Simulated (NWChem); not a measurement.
Molecule: CH₄BeO; SMILES C[O][BeH]

```xyz
7

Be    -0.0047     1.6443    -0.0006
H     -0.0209     2.9833    -0.0018
O      0.0121     0.2413     0.0013
C     -0.0047    -1.1423    -0.0005
H      0.9284    -1.5576     0.4430
H     -0.8630    -1.5363     0.5894
H     -0.0938    -1.5434    -1.0355
```
Atoms are numbered in this order, from 1.

All runs use the structure optimised with PBE-D3(BJ)/def2-SVP.

List the 6 lowest vertical singlet excitations from Hartree-Fock/6-31G* (spherical d), CIS (NWChem).


```tsv
state	energy (eV)	oscillator strength	leading excitation (squared amplitude)
S1	9.44	0.000	HOMO → LUMO (0.46)
S2	9.50	0.006	HOMO−1 → LUMO+1 (0.25)
S3	9.50	0.002	HOMO−1 → LUMO (0.25)
S4	9.66	0.150	HOMO−2 → LUMO (0.44)
S5	9.66	0.149	HOMO−2 → LUMO+1 (0.44)
S6	10.16	0.128	HOMO−1 → LUMO+2 (0.67)
```
